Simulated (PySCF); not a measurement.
Precursor series Ti Br-H. Gas-phase values, no solvent.

The charge on the central atom (meta-Löwdin) from two functionals at the same geometries (TPSS-D3(BJ)/def2-SVP), both in PySCF: PBE-D3(BJ)/def2-TZVP and B3LYP-D3(BJ)/def2-TZVP. B3LYP has the VWN-RPA correlation part, as in Gaussian. 

```json
[
 {"species": "0 of 4 Br replaced by H", "PBE-D3(BJ)/def2-TZVP (e)": "0.96"},
 {"species": "2 of 4 Br replaced by H", "PBE-D3(BJ)/def2-TZVP (e)": "0.93"},
 {"species": "3 of 4 Br replaced by H ([Ti(Br)(H)3])", "PBE-D3(BJ)/def2-TZVP (e)": "0.92"},
 {"species": "4 of 4 Br replaced by H ([Ti(H)4])", "PBE-D3(BJ)/def2-TZVP (e)": "0.92"}
]
```

Problem. What does B3LYP-D3(BJ)/def2-TZVP give for each?

Solution. 
- 0 of 4 Br replaced by H: 1.08
- 2 of 4 Br replaced by H: 1.04
- 3 of 4 Br replaced by H ([Ti(Br)(H)3]): 1.03
- 4 of 4 Br replaced by H ([Ti(H)4]): 1.02
Over these rows, drawn at random from the members with no instability flagged (it was tested for open shells, ions and some series alone), PBE minus B3LYP-D3(BJ): mean -0.11 e, from -0.12 e to -0.09 e.
